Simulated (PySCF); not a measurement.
PySCF input for 1-[(1R,2R)-2-fluorocyclopropyl]ethanone (C₅H₇FO), SMILES CC(=O)[C@H]1C[C@H]1F, PBE-D3(BJ)/def2-SVP. Geometry: PBE-D3(BJ)/def2-SVP. One conformer was computed; it need not be the lowest.

```python
import numpy as np
from pyscf import gto, scf, dft, df
from pyscf.hessian import thermo

mol = gto.M(
    atom='''
    C     2.34172419    0.17190187    0.35613150
    C     0.86489713   -0.04890649    0.61653828
    O     0.31657658    0.32694315    1.64157419
    C     0.10425176   -0.73721428   -0.48809383
    C    -1.33654685   -1.13637035   -0.19299739
    C    -1.08032065    0.01211787   -1.09557548
    F    -1.34709407    1.27907912   -0.66545437
    H     2.79957357    0.70243265    1.21014531
    H     2.85684615   -0.79863026    0.19613460
    H     2.48004766    0.76313929   -0.57333428
    H     0.70432974   -1.33140941   -1.19584665
    H    -1.73378724   -2.07663785   -0.60350263
    H    -1.64449773   -0.86753134    0.83145674
    H    -1.23531147   -0.08779217   -2.18457587
    ''',
    basis='def2-SVP',
    charge=0,
    spin=0,
    max_memory=1600,
    verbose=3,
)
mf = dft.RKS(mol, xc='pbe').density_fit(auxbasis='def2-universal-jkfit')
mf.disp = 'd3bj'
mf.grids.level = 3
mf.conv_tol = 1e-11
mf.max_cycle = 100
mf.kernel()

# [left out here: the lines that compute and print the analytic Hessian (its translational invariance restored by hand, since the grid's response is missing), thermochemistry and intensities]
```

Program output:

```
[...]
Normal mode                   x     y     z       x     y     z       x     y     z
       0   C                 0.01 -0.02 -0.01   -0.01 -0.03 -0.02    0.04  0.04  0.05
       1   C                -0.01  0.02 -0.00    0.05  0.05  0.01   -0.14 -0.06 -0.06
       2   O                -0.01  0.00  0.02   -0.01 -0.01  0.01    0.03  0.00 -0.01
       3   C                 0.01 -0.08  0.01   -0.03  0.03  0.01   -0.03  0.01 -0.00
       4   C                -0.03  0.04 -0.01    0.03 -0.02 -0.10    0.02  0.01 -0.05
       5   C                 0.07  0.01  0.00    0.01  0.05  0.11    0.01  0.03  0.09
       6   F                -0.00  0.00 -0.00    0.01 -0.05 -0.03    0.01 -0.02 -0.02
       7   H                -0.04  0.02 -0.01   -0.18  0.02  0.04    0.36  0.03 -0.11
       8   H                 0.07  0.02 -0.00    0.04 -0.00  0.03    0.01  0.04 -0.11
       9   H                -0.01  0.03  0.02   -0.04  0.05  0.03    0.05 -0.11 -0.05
      10   H                -0.09  0.35 -0.43   -0.41 -0.36  0.01    0.21 -0.01  0.23
      11   H                 0.38 -0.18  0.11   -0.05 -0.07  0.11    0.12 -0.07  0.06
      12   H                -0.20  0.08 -0.08    0.19  0.20 -0.11   -0.04  0.23 -0.12
      13   H                -0.47 -0.11  0.09   -0.17  0.06  0.15   -0.09 -0.04  0.12
Mode                                21                  22                  23
Irrep
Freq [cm^-1]                     1207.8939           1299.5831           1328.5363
Reduced mass [au]                   1.6158              1.3056              1.1982
Force const [Dyne/A]                1.3890              1.2992              1.2460
Char temp [K]                    1737.8903           1869.8108           1911.4679
Normal mode                   x     y     z       x     y     z       x     y     z
       0   C                 0.01  0.01  0.01    0.12  0.02 -0.03    0.00 -0.00 -0.00
       1   C                -0.02 -0.01 -0.01   -0.01 -0.00  0.00   -0.00  0.01  0.00
       2   O                 0.00  0.00  0.00   -0.00  0.00  0.00   -0.00 -0.00 -0.00
       3   C                -0.04  0.02  0.02   -0.05 -0.02 -0.03    0.02 -0.01 -0.01
       4   C                 0.03  0.04 -0.05    0.01  0.01  0.00    0.03  0.02 -0.03
       5   C                 0.02 -0.12 -0.01   -0.00  0.01  0.02   -0.02  0.10 -0.01
       6   F                -0.01  0.06  0.04    0.00 -0.00 -0.00    0.01 -0.02  0.01
       7   H                 0.04  0.01 -0.01   -0.31  0.01  0.21   -0.02  0.01  0.00
       8   H                 0.01  0.01 -0.02   -0.38 -0.27  0.19   -0.01 -0.01 -0.00
       9   H                 0.02 -0.02 -0.01   -0.49  0.14 -0.03   -0.01  0.01  0.00
      10   H                -0.27 -0.06 -0.10    0.19  0.06  0.10    0.03 -0.05  0.02
      11   H                 0.06  0.09 -0.17    0.12 -0.01 -0.05   -0.22 -0.12  0.48
      12   H                 0.17  0.11 -0.04   -0.01  0.10 -0.03   -0.30 -0.39 -0.03
      13   H                 0.16 -0.62  0.03    0.07 -0.07  0.02    0.12 -0.52  0.03
Mode                                24                  25                  26
Irrep
Freq [cm^-1]                     1345.5356           1379.5501           1393.4795
Reduced mass [au]                   2.0225              1.0623              1.0516
Force const [Dyne/A]                2.1574              1.1912              1.2031
Char temp [K]                    1935.9261           1984.8654           2004.9067
Normal mode                   x     y     z       x     y     z       x     y     z
       0   C                 0.08  0.02  0.01    0.03  0.02  0.03   -0.01  0.05 -0.02
       1   C                -0.11 -0.04 -0.05    0.03  0.01  0.00   -0.01  0.02 -0.01
       2   O                 0.01  0.01  0.01   -0.02  0.01  0.02    0.00 -0.00 -0.00
       3   C                 0.10  0.06  0.08   -0.01 -0.01 -0.01   -0.00 -0.00  0.00
       4   C                -0.00 -0.00 -0.01   -0.01 -0.01  0.01    0.01  0.01 -0.01
       5   C                 0.02 -0.04 -0.03   -0.00  0.02  0.00    0.01 -0.01  0.01
       6   F                -0.00  0.01  0.00    0.00 -0.00  0.00   -0.00  0.00 -0.00
       7   H                -0.10  0.05  0.08   -0.39  0.02  0.25    0.15 -0.62  0.30
       8   H                -0.16 -0.09 -0.07   -0.02  0.09 -0.58    0.34  0.17  0.28
       9   H                -0.15 -0.04 -0.06    0.12 -0.50 -0.30   -0.31 -0.26 -0.25
      10   H                -0.36 -0.10 -0.18    0.07  0.02  0.02   -0.02  0.01 -0.01
      11   H                -0.22  0.02  0.13    0.04 -0.00 -0.04   -0.03  0.00  0.04
      12   H                -0.01 -0.21  0.04    0.01  0.06 -0.00   -0.02 -0.05 -0.00
      13   H                -0.16  0.23 -0.04    0.03 -0.05  0.00   -0.01  0.04  0.00
Mode                                27                  28                  29
Irrep
Freq [cm^-1]                     1417.1034           1764.0892           2970.6987
Reduced mass [au]                   2.3772             10.7411              1.0374
Force const [Dyne/A]                2.8126             19.6942              5.3943
Char temp [K]                    2038.8962           2538.1315           4274.1741
Normal mode                   x     y     z       x     y     z       x     y     z
       0   C                 0.01  0.00 -0.00    0.01 -0.00 -0.01   -0.05  0.00  0.02
       1   C                -0.02 -0.01 -0.03   -0.11  0.07  0.19    0.00  0.00  0.00
       2   O                -0.00  0.00  0.01    0.07 -0.05 -0.12    0.00 -0.00 -0.00
       3   C                 0.10  0.00  0.03    0.01 -0.01 -0.01    0.00 -0.00 -0.00
       4   C                -0.07 -0.10  0.06   -0.00 -0.00  0.00   -0.00  0.00 -0.00
       5   C                -0.03  0.14 -0.05   -0.01  0.01 -0.00   -0.00  0.00  0.00
       6   F                 0.01 -0.02  0.00    0.00 -0.00 -0.00    0.00 -0.00 -0.00
       7   H                 0.04 -0.06  0.02   -0.07  0.00  0.04    0.17  0.20  0.33
       8   H                 0.02 -0.00  0.07    0.03  0.02 -0.04    0.28 -0.56 -0.08
       9   H                -0.07  0.01 -0.01    0.04 -0.02 -0.02    0.07  0.34 -0.52
      10   H                -0.11 -0.09 -0.07   -0.04 -0.02 -0.05   -0.01  0.01  0.01
      11   H                 0.08 -0.02 -0.27    0.03 -0.00 -0.02   -0.00  0.00 -0.00
      12   H                 0.15  0.33  0.02    0.02  0.02  0.01    0.00 -0.00 -0.00
      13   H                 0.03 -0.34 -0.03    0.02 -0.01 -0.00   -0.00 -0.00 -0.00
Mode                                30                  31                  32
Irrep
Freq [cm^-1]                     3052.2524           3058.5564           3077.1283
Reduced mass [au]                   1.1005              1.0545              1.0913
Force const [Dyne/A]                6.0406              5.8119              6.0879
Char temp [K]                    4391.5116           4400.5817           4427.3025
Normal mode                   x     y     z       x     y     z       x     y     z
       0   C                 0.02 -0.08  0.04   -0.00  0.00 -0.00   -0.00  0.00 -0.00
       1   C                 0.00 -0.00  0.00   -0.00 -0.00 -0.00    0.00 -0.00  0.00
       2   O                 0.00 -0.00  0.00   -0.00  0.00  0.00    0.00  0.00 -0.00
       3   C                -0.00  0.00  0.00   -0.00 -0.00 -0.00   -0.01  0.01  0.01
       4   C                 0.00  0.00 -0.00    0.04  0.03 -0.04   -0.00  0.00  0.01
       5   C                -0.00 -0.00 -0.00    0.00 -0.00 -0.00   -0.01 -0.01 -0.08
       6   F                -0.00  0.00  0.00    0.00 -0.00  0.00    0.00 -0.00  0.00
       7   H                 0.01 -0.01  0.01   -0.00 -0.00 -0.00    0.00  0.00  0.01
       8   H                -0.31  0.58  0.11    0.00 -0.00 -0.00    0.00 -0.01 -0.00
       9   H                 0.09  0.35 -0.57   -0.00 -0.00  0.00   -0.00 -0.00  0.01
      10   H                 0.01 -0.01 -0.02   -0.01  0.01  0.01    0.10 -0.10 -0.13
      11   H                -0.00 -0.00 -0.00   -0.22 -0.53 -0.24   -0.00  0.00 -0.00
      12   H                -0.00  0.00  0.00   -0.21  0.18  0.69    0.02 -0.02 -0.05
      13   H                 0.00  0.00  0.00    0.01  0.00  0.05    0.13  0.08  0.92
Mode                                33                  34                  35
Irrep
Freq [cm^-1]                     3098.4200           3109.4536           3168.4179
Reduced mass [au]                   1.0916              1.1048              1.1200
Force const [Dyne/A]                6.1746              6.2939              6.6244
Char temp [K]                    4457.9365           4473.8114           4558.6479
Normal mode                   x     y     z       x     y     z       x     y     z
       0   C                -0.00 -0.00 -0.01    0.02  0.04  0.08    0.00 -0.00 -0.00
       1   C                -0.00 -0.00 -0.00   -0.00  0.00  0.00    0.00  0.00 -0.00
       2   O                 0.00 -0.00 -0.00    0.00 -0.00 -0.00   -0.00  0.00  0.00
       3   C                -0.04  0.04  0.05   -0.00  0.00  0.00    0.00 -0.00 -0.00
       4   C                 0.00 -0.00 -0.01    0.00 -0.00 -0.00   -0.01 -0.06 -0.07
       5   C                 0.00 -0.00  0.02    0.00  0.00  0.00   -0.00  0.00 -0.00
       6   F                 0.00 -0.00 -0.00    0.00 -0.00 -0.00    0.00  0.00 -0.00
       7   H                 0.03  0.03  0.05   -0.35 -0.41 -0.66    0.00  0.00  0.00
       8   H                 0.00 -0.00 -0.00    0.13 -0.24 -0.03   -0.00  0.00  0.00
       9   H                -0.00 -0.02  0.03    0.04  0.16 -0.23    0.00  0.00 -0.00
      10   H                 0.50 -0.50 -0.60    0.04 -0.04 -0.05   -0.03  0.02  0.03
      11   H                 0.01  0.03  0.01    0.00  0.00  0.00    0.26  0.62  0.28
      12   H                -0.01  0.01  0.05   -0.00  0.00  0.00   -0.17  0.14  0.55
      13   H                -0.03 -0.02 -0.18   -0.00 -0.00 -0.01    0.01  0.00  0.05
temperature 298.1500 [K]
pressure 101325.00 [Pa]
Rotational constants [GHz] 4.34548 1.94483 1.85312
Symmetry number 1
Zero-point energy (ZPE) 0.10762 [Eh]   282545.751 [J/mol]
                           tot       elec      trans        rot        vib
Entropy [J/mol/K]       354.220      0.000    166.440    114.725     73.055
Cv [J/mol/K]            109.718      0.000     12.472     12.472     84.774
Cp [J/mol/K]            118.032      0.000     20.786     12.472     84.774
Internal energy [J/mol]                      3718.434   3718.434 294483.509
Internal energy [Eh]   -368.96715  -369.08215
Enthalpy [J/mol]                             6197.391   3718.434 294483.509
Enthalpy [Eh]          -368.96621
Gibbs free energy [J/mol]                  -43426.784 -30486.793 272702.195
Gibbs free energy [Eh] -369.00643
mode   freq/cm-1   IR/(km/mol)
   1       63.59         1.859
   2      121.07         0.206
   3      144.14         0.324
   4      229.00         3.647
   5      357.55         1.371
   6      419.43         7.265
   7      438.18         3.507
   8      577.13         5.050
   9      629.13         1.449
  10      738.10         2.393
  11      773.94         7.658
  12      806.93         7.588
  13      914.67        52.624
  14      938.14        38.695
  15      980.51         2.183
  16     1009.96         4.935
  17     1025.39        23.306
  18     1054.71        22.786
  19     1065.29         1.173
  20     1132.80        30.521
  21     1147.60        62.202
  22     1207.89        42.161
  23     1299.58        15.668
  24     1328.54        18.794
  25     1345.54       122.507
  26     1379.55        11.091
  27     1393.48        16.123
  28     1417.10        67.633
  29     1764.09       126.361
  30     2970.70         1.287
  31     3052.25         3.084
  32     3058.56         6.724
  33     3077.13        15.552
  34     3098.42         6.881
  35     3109.45         4.892
  36     3168.42         1.534
max |gradient| / (hartree/bohr): 9.858304886538159e-05
APT charges: [-0.1564  0.826  -0.5926 -0.3701 -0.0833  0.6572 -0.4469  0.0205  0.0249
  0.0267  0.0109  0.0248  0.0813 -0.023 ]
```

Self-consistency was reached.
